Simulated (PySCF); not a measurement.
## HF beside CCSD(T) along the fourth-period p block: bonds to F

HF and CCSD(T) in PySCF with def2-TZVPP on every atom, for the lowest determinant that a PBE0 search found; no spin–orbit coupling.

```tsv
molecule	state (unpaired electrons)	HF Re (Å)	HF ωe (cm⁻¹)	HF De (eV)	CCSD(T) Re (Å)	CCSD(T) ωe (cm⁻¹)	CCSD(T) De (eV)
GaF	singlet (closed shell)	1.766	654	4.21	1.781	634	5.98
GeF	doublet (π ↑)	1.732	707	3.40	1.753	677	5.13
AsF	triplet (π ↑↑)	1.716	739	2.25	?	?	?
SeF	doublet (π ↑)	1.708	760	1.31	1.743	696	3.21
BrF	singlet (closed shell)	1.715	776	0.45	1.766	671	2.50
```

(1) Estimate the CCSD(T) values of AsF by adding the mean shift from HF to CCSD(T) of the other rows, and compare with the calculation.

(2) What are the mean differences of HF from CCSD(T) over the whole series?

In a basis of this size CCSD(T) is itself not converged; it tends to give bonds that are too long and too weak.

Correlated steps freeze 10 core orbitals. Where the molecule has an RHF reference, its open-shell atoms are computed with UHF. States were picked by a PBE0 search and need not be the measured ground states.

## Answers

(1) The mean shifts are +3.0 pm, -55 cm⁻¹ and +1.86 eV, which give 1.746 Å, 684 cm⁻¹ and 4.11 eV. CCSD(T)/def2-TZVPP gives Re = 1.743 Å, ωe = 694 cm⁻¹, De = 3.95 eV.

(2) Re -3.0 pm, ωe +53 cm⁻¹, De -1.83 eV.
